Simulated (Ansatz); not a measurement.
`C[SiH2][Se]C` + `BCl` → `C[SiH2]BCl` + `C[SeH]` at 600 K and 1 bar (formal exchange of groups at the Si–Se bond).

Isolated molecules relaxed with PBE0-D4/def2-TZVP in Ansatz; ΔE leaves out vibrations. CCSD(T)/CBS adds triple-zeta CCSD(T) − MP2 to the extrapolated MP2 energy (def2 sets, frozen cores). This one scheme is used for every species. For Se outer-core shells are correlated without core-valence functions, which leaves a few kJ/mol of doubt a bond. Scalar relativity is left out up to krypton. One conformer a species, not always the lowest.

| species | CCSD(T)/CBS energy (Eh) | H − E (kJ/mol) | S (J/(mol·K)) |
| --- | --- | --- | --- |
| `C[SiH2][Se]C` | -2770.73796 | 307.2 | 463.3 |
| `BCl` | -485.78909 | 80.5 | 267.8 |
| `C[SiH2]BCl` | -815.33859 | 235.0 | 433.2 |
| `C[SeH]` | -2441.15625 | 149.5 | 312.9 |

H − E and S are ideal-gas, rigid-rotor, harmonic terms from PBE0-D4/def2-TZVP, for one conformer and one mirror image of each species. 1 Eh = 2625.50 kJ/mol, R = 8.31446 J/(mol·K).

By hand: ΔE, ΔH, ΔS and ΔG.

ΔE = (-815.33859) + (-2441.15625) − (-2770.73796) − (-485.78909) = 0.03221 Eh = 84.6 kJ/mol. Δ(H − E) = 235.0 + 149.5 − 307.2 − 80.5 = -3.2, so ΔH = 81.4 kJ/mol. ΔS = 433.2 + 312.9 − 463.3 − 267.8 = 15.0 J/(mol·K). ΔG = 81.4 − 600 × (15.0)/1000 = 72.4 kJ/mol.

By hand: the equilibrium constant, and the temperature at which ΔG would vanish if ΔH and ΔS stayed fixed.

log₁₀ K = −ΔG/(RT ln 10) = -6.3. ΔG = 0 at ΔH/ΔS = 5427 K, far beyond where these terms or the molecules hold.

ΔH outweighs TΔS. A doubt of 5 kJ/mol in ΔE shifts log₁₀ K by 0.4 here. Other conformers and mirror images would add mixing entropy, several J/(mol·K) or more a flexible species. Modes under 60 cm⁻¹, often nearly free rotors, make the harmonic entropy too high. These are equilibria of isolated gas molecules and say nothing of rates. Largest T1 diagnostic: 0.012 (customary marks: 0.02 for closed shells, 0.045 for open ones).
